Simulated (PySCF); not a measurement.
Worked example: chemical shift, span and skew from a shielding tensor

Be(Et) (C₂H₅Be), SMILES [Be+][CH2]C, charge +1. Atoms are numbered in the order given.

```xyz
8

Be    -0.6306     1.6872     0.0000
C      0.4345     0.3824     0.0000
C     -0.2004    -1.0069     0.0000
H      1.0639     0.5584     0.8832
H      1.0639     0.5584    -0.8832
H     -0.8087    -1.1868    -0.8860
H     -0.8087    -1.1868     0.8860
H      0.6071    -1.7448     0.0000
```
Charge +1, spin multiplicity 1.

The structure is a stationary point at PBE0-D3(BJ)/def2-TZVP. The spin state was assumed, not searched. The isomer is the one that the SMILES or the coordinates give; other isomers of the formula were not compared.

GIAO shieldings from KT2/pcSseg-2 in PySCF, non-relativistic, no solvent. The symmetric part of the tensor of C2 has the principal values 108.5, 155.6, 187.8 ppm. The same nucleus in TMS has σ = 184.2 ppm at this level (PySCF, at its B3LYP-D3(BJ)/def2-TZVP geometry).

Task: Work out the isotropic shielding, the ¹³C shift against TMS, the span and the skew.

Result: 
σ(iso) = (σ11 + σ22 + σ33)/3 = 150.6 ppm. δ = σ(ref) − σ(iso) = 184.2 − (150.6) = 33.6 ppm.
Span Ω = σ33 − σ11 = 79.3 ppm. Skew κ = 3(σ(iso) − σ22)/Ω = -0.19. Tumbling in solution averages the tensor to δ; in a static solid the shielding alone would spread this spin-1/2 line over Ω.
